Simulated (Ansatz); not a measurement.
`N[Si](N)(F)Cl` + `C/C=C\BCl` → `N[Si](F)(Cl)Cl` + `C/C=C\BN`  (redistribution)

Calculated with Ansatz (gas phase, PBE0-D4/def2-TZVP geometries, no zero-point term in ΔE). CCSD(T)/CBS adds triple-zeta CCSD(T) − MP2 to the extrapolated MP2 energy (def2 sets, frozen cores). Double bonds are as drawn, so ΔE can hold a change between cis and trans. DFT in def2-TZVPP. Each species was taken in one conformer, which may not be the lowest.

Question: Is it downhill or uphill in electronic energy at CCSD(T)/CBS, and by how much? (Estimate.)

Answer: The calculation gave: Downhill: ΔE = -0.55 eV.

Question: What do these levels give: PBE-D4, r2SCAN-D4, PBE0-D4, ωB97X-V, ωB97M-V, B2PLYP, PBE0, HF/def2-TZVPP, HF/def2-QZVPP, MP2/def2-QZVPP, MP2/CBS(def2), CCSD/CBS(def2)? (An estimate is asked.)

Answer: Ansatz gave: PBE-D4 -0.59, r2SCAN-D4 -0.55, PBE0-D4 -0.57, ωB97X-V -0.56, ωB97M-V -0.57, B2PLYP -0.55, PBE0 -0.57, HF/def2-TZVPP -0.48, HF/def2-QZVPP -0.48, MP2/def2-QZVPP -0.55, MP2/CBS(def2) -0.55, CCSD/CBS(def2) -0.54 eV.

Largest T1 diagnostic among the species: 0.012.

In def2-TZVPP, CCSD(T) changes the Hartree–Fock value by −0.05 eV (the triples alone add −0.00 eV) and MP2 by −0.06 eV.
